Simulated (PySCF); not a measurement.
[Hf(F)(H)3] (charge 0, multiplicity 1)

All values below come from TPSSh-D3(BJ)/def2-TZVP // PBE-D3(BJ)/def2-SVP in PySCF.

The HOMO is -7.96 eV, the dipole moment is 0.54 D and the LUMO is -2.35 eV. The HOMO–LUMO gap is 5.61 eV and the charge on the central atom (Mulliken) comes out as 0.99 e. The total energy is -149.7359 Ha and the cost comes out as about 30 core-seconds (a rough figure).

```xyz
5

Hf    -0.0133     0.0052     0.0041
F     -1.7098     0.6641     0.5290
H      1.2207     0.4144     1.3281
H     -0.1302    -1.8336    -0.2164
H      0.4711     0.8127    -1.5948
```
